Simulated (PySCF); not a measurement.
An equivalent PySCF input for Sb³⁺ (antimony, charge +3), [Kr] 4d10 5s2, closed-shell 1S, with the spin-free X2C one-electron Hamiltonian (Gaussian nucleus):

```python
from pyscf import gto, scf, dft, mp, cc
import basis_set_exchange as bse
mol = gto.M(atom="Sb 0 0 0", charge=3, spin=0, symmetry="D2h",
            basis=gto.basis.parse(bse.get_basis("x2c-TZVPall", elements=["Sb"], fmt="nwchem", header=False)),
            nucmod="G")
mf = dft.UKS(mol, xc="MN15").sfx2c1e()
mf.irrep_nelec = {'Ag': (9, 9), 'B1g': (2, 2), 'B2g': (2, 2), 'B3g': (2, 2), 'B1u': (3, 3), 'B2u': (3, 3), 'B3u': (3, 3)}
mf.kernel()
```

It reaches the same state as the run whose output follows, with an energy that differs only through the grid. The run itself started from symmetry-adapted Hartree-Fock orbitals and held the occupation by maximum overlap, on a logarithmic radial grid, so the iterations belong to that start.

```
SCF conv_tol = 1e-09
number electrons alpha = 24  beta = 24
XC functionals = MN15
    H. S. Yu, X. He, S. L. Li, and D. G. Truhlar.,  Chem. Sci. 7, 5032-5051 (2016)
    H. S. Yu, X. He, S. L. Li, and D. G. Truhlar.,  Chem. Sci. 7, 5032-5051 (2016)
cycle= 1 E= -6483.14209813985  delta_E= -0.0457  |g|= 0.0889  |ddm|= 0.348
cycle= 2 E= -6483.14240349963  delta_E= -0.000305  |g|= 0.0381  |ddm|= 0.0891
cycle= 3 E= -6483.14258277021  delta_E= -0.000179  |g|= 0.00818  |ddm|= 0.031
cycle= 4 E= -6483.1425929571  delta_E= -1.02e-05  |g|= 0.000115  |ddm|= 0.0075
cycle= 5 E= -6483.14259296815  delta_E= -1.11e-08  |g|= 2.86e-06  |ddm|= 0.000841
cycle= 6 E= -6483.14259296815  delta_E= -1.82e-12  |g|= 9.47e-08  |ddm|= 2.17e-05
converged SCF energy = -6483.14259296815  <S^2> = -7.1054274e-15  2S+1 = 1
```
